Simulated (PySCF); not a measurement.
# Electronic absorption of BBr3

BBr3.
Geometry (PBE0-D3(BJ)/def2-SVP, Å), atoms numbered from 1 in this order:
```xyz
4
BBr3 angstrom
B     -0.0001    0.0003   -0.0002
Br     1.8988   -0.0298    0.0153
Br    -0.9242    1.6595   -0.0173
Br    -0.9745   -1.6299    0.0023
```

Method: PySCF, TDDFT CAM-B3LYP/def2-SVPD, vertical, gas phase, core orbitals frozen in the response. The CAM-B3LYP/def2-SVPD calculation is non-relativistic and has no spin–orbit coupling, an omission that weighs most on bromine.

Question: What does the calculation give for the low-lying excited states?

Answer: 

```tsv
state	E (eV)	E (hartree)	f	symmetry	main configurations (H = HOMO, L = LUMO)
S1	4.83	0.1776	0.0000	–	H→L (99%)
S2	5.61	0.2063	0.0000	–	H-3→L (99%)
S3	5.62	0.2063	0.0000	–	H-4→L (99%)
S4	6.03	0.2216	0.142	E′	H-2/H-1→L (≥95%)
S5	6.03	0.2216	0.142	E′	H-2/H-1→L (≥95%)
S6	7.05	0.2591	0.0000	–	H→L+1 (74%), H→L+4 (13%)
S7	7.64	0.2806	0.0000	–	H-2/H-1→L+1 (≥67%), H-2/H-1→L+4 (≥14%)
S8	7.64	0.2807	0.0000	–	H-2/H-1→L+1 (≥67%), H-2/H-1→L+4 (≥14%)
S9	7.68	0.2823	0.0000	–	H→L+4 (78%), H→L+1 (15%)
```

Triplets, Tamm–Dancoff:

```csv
state,E (eV),λ (nm),"main configurations (H = HOMO, L = LUMO)"
T1,4.69,264.5,H→L (99%)
T2,5.19,239.1,H-2/H-1→L (99%)
T3,5.19,239.0,H-2/H-1→L (99%)
```

The lowest singlet comes at 257 nm (466 kJ/mol) in the ultraviolet; it is dark (f under 0.0005); its leading configuration is HOMO→LUMO (99%). The most intense listed level is S4/S5 at 6.03 eV (206 nm, f = 0.283 summed), 1.20 eV above S1. S2/S3, S4/S5 and S7/S8 lie within about 0.01 eV of each other in each set; the point group D3h has degenerate representations, and within a degenerate level the listed configurations can mix freely. Löwdin shares by element: HOMO bromine 100%; LUMO bromine 53%, boron 47%. Orbital energies (eV): HOMO-3 -10.51, HOMO-2 -10.33, HOMO-1 -10.33, HOMO -9.63, LUMO -1.11, LUMO+1 0.36, LUMO+2 1.23. Of the 9 states listed, 2 reach f = 0.01 and 7 stay under 0.0005. The oscillator strengths of these states sum to 0.283; summed over the whole spectrum of an exact calculation they would give the number of electrons, 110 (Thomas–Reiche–Kuhn). Symmetry labels in D3h follow from the direction of the transition dipole and are given only for states with f of 0.002 or more. Orbitals of the list HOMO-3 to LUMO+2 that lie within 0.01 eV of each other are written together with a slash and their weights summed (≥ marks a lower bound); for degenerate orbitals outside that list single weights are arbitrary. Only the lowest 10 singlets were computed, as vertical energies without vibronic structure. The highest level found (7.72 eV, f 0.0000 so far) is left out, since the window may have cut off a degenerate partner.
